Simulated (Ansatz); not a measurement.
Geometry optimisation, Ansatz, RKS PBE0-D4/def2-SVP.

Input file:

```yaml
crystal:
  periodic: [false, false, false]
  atoms:
    - { symbol: Si, position_ang: [0.22337, 0.0, -0.052447] }
    - { symbol: H, position_ang: [0.215038, 0.0, 1.42408] }
    - { symbol: H, position_ang: [1.645766, 0.0, -0.517855] }
    - { symbol: H, position_ang: [-0.467561, 1.229778, -0.537372] }
    - { symbol: H, position_ang: [-0.467561, -1.229778, -0.537372] }
    - { symbol: Br, position_ang: [-2.982109, 0.0, 1.396527] }
    - { symbol: H, position_ang: [-1.579442, 0.0, 1.918439] }
basis:
  gaussian: { orbitals: def2-SVP }
hamiltonian:
  xc: pbe0
  dispersion: d4
relax:
  f_tol: 0.03
  max_steps: 50
```

Command:

```bash
$ ansatz run input.yaml --threads 1 --pin off --max-ram 2048MiB --backend cpu --events-out ev --progress --plain --runs-dir out
```

Question: Where does it end, and by what steps?

Answer: The run converged. The force dipped under the threshold on the way, but the program's further checks kept it going. After 15 steps the energy has fallen by 0.121 eV; H7 moved furthest, 0.86 Å.

| step | energy less start (eV) | largest force component (eV/Å) | accepted |
| --- | --- | --- | --- |
| 0 | 0.0000 | 1.452 | yes |
| 1 | -0.1035 | 0.307 | yes |
| 2 | -0.1117 | 0.061 | yes |
| 3 | -0.1127 | 0.157 | yes |
| 4 | -0.1162 | 0.023 | yes |
| 5 | -0.1170 | 0.152 | yes |
| 6 | -0.1179 | 0.087 | yes |
| 7 | -0.1198 | 0.011 | yes |
| 8 | -0.1201 | 0.048 | yes |
| 9 | -0.1205 | 0.041 | yes |
| 10 | -0.1205 | 0.053 | yes |
| 11 | -0.1205 | 0.062 | yes |
| 12 | -0.1133 | 0.520 | no |
| 13 | -0.1210 | 0.007 | yes |
| 14 | -0.1198 | 0.217 | no |
| 15 | -0.1211 | 0.016 | yes |

```xyz
7
Properties=species:S:1:pos:R:3
Si 0.381 0.000 -0.163
H 0.417 0.000 1.331
H 1.785 0.000 -0.674
H -0.322 1.223 -0.646
H -0.322 -1.223 -0.646
Br -3.135 0.000 1.402
H -2.217 0.000 2.490
```

The run took 34 s on 1 thread of Arm Neoverse V1, with other jobs on the host, peak memory 0.14 GiB.
